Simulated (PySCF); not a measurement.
EPR parameters of CH8ClO2Si3

CH8ClO2Si3 (doublet state).
Cartesian coordinates in Å at the GFN2-xTB level; atoms count from 1:
```xyz
15
CH8ClO2Si3 angstrom
Si    -2.943    0.334   -1.145
O     -2.014   -0.543   -0.143
Si    -0.947   -0.970    0.995
O      0.563   -0.661    0.497
C      1.035    0.495   -0.164
Si     2.578   -0.057   -1.128
Cl     3.288    1.526   -2.159
H     -4.294    0.289   -0.608
H     -2.366    1.667   -1.290
H     -0.942   -2.415    1.087
H     -1.297   -0.208    2.193
H      0.250    0.893   -0.817
H      1.253    1.270    0.580
H      2.225   -1.112   -2.073
H      3.606   -0.502   -0.191
```

The hyperfine couplings belong to this conformer and change with its torsions.

As a line formula: `[SiH2]O[SiH2]OC[SiH2]Cl` [radical].

Level of theory: UKS B3LYP, pcH-1 on C Cl H O Si, non-relativistic, mean-field spin-orbit, GIAO (PySCF). The structure is a single GFN2-xTB conformer in the gas phase; no vibrational or solvent corrections. A GFN2-xTB geometry isn't a minimum of the functional, and hyperfine couplings can be far from their values at a DFT geometry, by a factor of two or more for some ions and for spin on atoms past the first row. Stability of the SCF solution: not tested.

- g1, g2, g3: 2.00143, 2.00213, 2.00417
- g_iso: 2.00258
- Form of g: rhombic: the two nearest values differ by 26 % of g3 − g1
- ⟨S²⟩: 0.7511 (exact 0.7500)
- HOMO–LUMO gap, α and β orbitals: 5.64, 5.28 eV
- Basis functions: 295

Isotropic coupling and dipolar principal values T1 to T3, in 10⁻⁴ cm⁻¹; ρ(0) is the spin density at the nucleus (1 × 10⁻⁴ cm⁻¹ = 2.998 MHz):

```
atom  isotope   a_iso  of which spin–orbit     T1    T2    T3  Mulliken spin population  ρ(0) (bohr⁻³)
 Si1     29Si  -198.5                  0.3  -52.7  26.3  26.4                      0.88         0.6706
  O2      17O   -12.3                  0.0   -8.9   4.3   4.6                      0.05         0.0606
 Si3     29Si    -2.1                  0.0   -1.0   0.4   0.5                      0.00         0.0071
  O4      17O     0.0                  0.0   -0.1   0.0   0.0                      0.00         0.0001
  C5      13C     0.0                  0.0   -0.1  -0.1   0.2                      0.00        -0.0001
 Si6     29Si     0.0                  0.0   -0.1   0.0   0.0                      0.00         0.0001
 Cl7     35Cl     0.0                  0.0    0.0   0.0   0.0                      0.00         0.0000
  H8       1H    31.0                  0.0   -2.9   0.3   2.7                      0.04         0.0208
  H9       1H    31.4                  0.0   -3.0   0.2   2.7                      0.04         0.0210
 H10       1H    -0.4                  0.0   -0.4  -0.4   0.8                      0.00        -0.0002
 H11       1H     2.7                  0.0   -0.5  -0.3   0.8                      0.01         0.0018
 H12       1H     0.0                  0.0   -0.5  -0.5   1.1                      0.00         0.0000
 H13       1H     0.0                  0.0   -0.2  -0.2   0.4                      0.00         0.0000
 H14       1H     0.0                  0.0   -0.2  -0.2   0.3                      0.00         0.0000
 H15       1H     0.0                  0.0   -0.1  -0.1   0.2                      0.00         0.0000
```

The largest Mulliken spin population is on Si1 (+0.88). The angles at Si1 add up to 331.4°, so it is pyramidal.

Axes: g3 points within 9° of the Si1–O2 bond.

Under fast tumbling the dipolar parts average out, and these isotropic splittings remain: 2 × 1H (H8/H9, I = 1/2, 3 lines) with 3.33 mT and 2 × 1H (H10/H11, I = 1/2, 3 lines) with 0.12 mT.

Nuclei that the bonding pattern makes equivalent are averaged, as if the motion that swaps them (rotation, inversion, ring flip) were fast. The 1H value of +3.5 MHz is a mean of couplings from -1.1 to 8.0 MHz in this one geometry, not an average over conformers.

The 29Si coupling of Si1 (-595.0 MHz) shows only in satellite lines or after enrichment, since that isotope makes up about 4.7 % of natural silicon.

The 17O coupling of O2 (-36.8 MHz) shows only in satellite lines or after enrichment, since that isotope makes up about 0.038 % of natural oxygen.

The run took 2.0 min wall (grids of density and orbitals included) on Arm Neoverse V1, one thread, no GPU, shared host with 32 logical CPUs at a one-minute load of 25, and the process peaked at 1.1 GiB of memory.
